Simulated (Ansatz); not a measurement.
`B[Si](C)(C)C` + `B1N[SiH2]1` → `BN1B[SiH2]1` + trimethylsilane at 700 K and 1 bar (cleavage of the B–Si bond).

Program: Ansatz. Geometries: PBE0-D4/def2-TZVP. ΔE: electronic, gas phase. CBS: MP2 limit from def2 TZ/QZ plus the TZ coupled-cluster correction, frozen cores.

```json
{"species": "`B[Si](C)(C)C`", "CCSD(T)/CBS energy (Eh)": "-434.65287", "H − E (kJ/mol)": "450.5", "S (J/(mol·K))": "553.3"}
{"species": "`B1N[SiH2]1`", "CCSD(T)/CBS energy (Eh)": "-370.97252", "H − E (kJ/mol)": "167.3", "S (J/(mol·K))": "342.6"}
{"species": "`BN1B[SiH2]1`", "CCSD(T)/CBS energy (Eh)": "-396.37777", "H − E (kJ/mol)": "212.9", "S (J/(mol·K))": "406.5"}
{"species": "`C[SiH](C)C`", "CCSD(T)/CBS energy (Eh)": "-409.29330", "H − E (kJ/mol)": "400.4", "S (J/(mol·K))": "467.7"}
```

H − E and S are ideal-gas, rigid-rotor, harmonic terms from PBE0-D4/def2-TZVP. 1 Eh = 2625.50 kJ/mol, R = 8.31446 J/(mol·K).

By hand: ΔE, ΔH, ΔS and ΔG.

ΔE = (-396.37777) + (-409.29330) − (-434.65287) − (-370.97252) = -0.04568 Eh = -119.9 kJ/mol. Δ(H − E) = 212.9 + 400.4 − 450.5 − 167.3 = -4.5, so ΔH = -124.4 kJ/mol. ΔS = 406.5 + 467.7 − 553.3 − 342.6 = -21.7 J/(mol·K). ΔG = -124.4 − 700 × (-21.7)/1000 = -109.2 kJ/mol.

By hand: the equilibrium constant, and the temperature at which ΔG would vanish if ΔH and ΔS stayed fixed.

log₁₀ K = −ΔG/(RT ln 10) = 8.1. ΔG = 0 at ΔH/ΔS = 5733 K, far beyond where these terms or the molecules hold.

ΔH outweighs TΔS. A doubt of 5 kJ/mol in ΔE shifts log₁₀ K by 0.4 here. These are equilibria of isolated gas molecules and say nothing of rates. Largest T1 diagnostic: 0.014 (customary marks: 0.02 for closed shells, 0.045 for open ones).
